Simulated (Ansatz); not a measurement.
Ansatz (a first-principles code) input (r2SCAN/def2-TZVPD):

Ansatz 0.2 input:
```yaml
crystal:
  periodic: [false, false, false]
  atoms:
    - {symbol: C, position_ang: [-2.95420320, -0.53969385, -0.13590377]}
    - {symbol: C, position_ang: [-1.69186261, -0.08446616, 0.53888048]}
    - {symbol: O, position_ang: [-0.51505945, -0.40415579, -0.34046068]}
    - {symbol: Ge, position_ang: [1.28208452, 0.27195127, -0.01098752]}
    - {symbol: H, position_ang: [-3.79870396, -0.28295895, 0.50624427]}
    - {symbol: H, position_ang: [-2.97097369, -1.62322673, -0.27238568]}
    - {symbol: H, position_ang: [-3.09474113, -0.04600180, -1.09679975]}
    - {symbol: H, position_ang: [-1.63895064, 0.99567809, 0.65363919]}
    - {symbol: H, position_ang: [-1.51050801, -0.57461893, 1.49402472]}
    - {symbol: H, position_ang: [-0.59699727, -1.29329496, -0.71860811]}
    - {symbol: H, position_ang: [2.00528736, -0.41627144, -1.15972422]}
    - {symbol: H, position_ang: [1.00798110, 1.76223884, -0.14282411]}
    - {symbol: H, position_ang: [1.56777234, -0.24577860, 1.39385944]}
basis:
  gaussian:
    orbitals: def2-TZVPD
hamiltonian:
  xc: {name: r2SCAN}
total_charge: 1
output: {forces: true}
```

End of the output:

```
integrals: 0.20 GiB planned
1364 factors; their error is unknown
0.43 GiB of the device are held for the grids
1.47 GiB of device memory are held for the factors and their scratch space
mean field: 1.27 GiB planned
mean field evaluation 1: about -60761.9370 eV, gradient 9.0e1 eV
mean field evaluation 2: about -60724.4628 eV, gradient 1.6e2 eV
mean field evaluation 4: about -60777.5976 eV, gradient 1.4e1 eV
mean field evaluation 8: about -60777.9872 eV, gradient 2.6e-1 eV
mean field evaluation 16: about -60777.9426 eV, gradient 5.1e-4 eV
mean field -60777.94261481 eV, -2233.5481943251 hartree, gradient 2.8e-5 eV, S^2 0.000000; 0 other end points of the search recorded, 0 dependent functions left out
the calculation of the forces begins
reference -60777.94262911 eV, -2233.5481948505 hartree; 30, 30 occupied and 219, 219 virtual orbitals, 1364 factors
Total energy: -60777.94262911 eV, -2233.5481948505 hartree
Atom 0 at    -2.954203    -0.539694    -0.135904 Å, force     0.143923     0.018147     0.003973 eV/Å
Atom 1 at    -1.691863    -0.084466     0.538880 Å, force    -0.106930    -0.066276    -0.037874 eV/Å
Atom 2 at    -0.515059    -0.404156    -0.340461 Å, force     0.161586     0.152735    -0.038435 eV/Å
Atom 3 at     1.282085     0.271951    -0.010988 Å, force    -0.151400    -0.066980    -0.001552 eV/Å
Atom 4 at    -3.798704    -0.282959     0.506244 Å, force    -0.012287     0.009108     0.029594 eV/Å
Atom 5 at    -2.970974    -1.623227    -0.272386 Å, force    -0.001935    -0.035372     0.006100 eV/Å
Atom 6 at    -3.094741    -0.046002    -1.096800 Å, force    -0.007321     0.022771    -0.026526 eV/Å
Atom 7 at    -1.638951     0.995678     0.653639 Å, force     0.022086     0.072753    -0.006843 eV/Å
Atom 8 at    -1.510508    -0.574619     1.494025 Å, force     0.014307    -0.037506     0.061184 eV/Å
Atom 9 at    -0.596997    -1.293295    -0.718608 Å, force    -0.009427    -0.050709     0.015857 eV/Å
Atom 10 at     2.005287    -0.416271    -1.159724 Å, force    -0.043401     0.031365     0.055151 eV/Å
Atom 11 at     1.007981     1.762239    -0.142824 Å, force     0.004585    -0.073587     0.003072 eV/Å
Atom 12 at     1.567772    -0.245779     1.393859 Å, force    -0.013788     0.023550    -0.063700 eV/Å
Dipole moment:    -0.261698    -0.232772     0.020604 e Å
```

It need not be the lowest isomer of its formula.
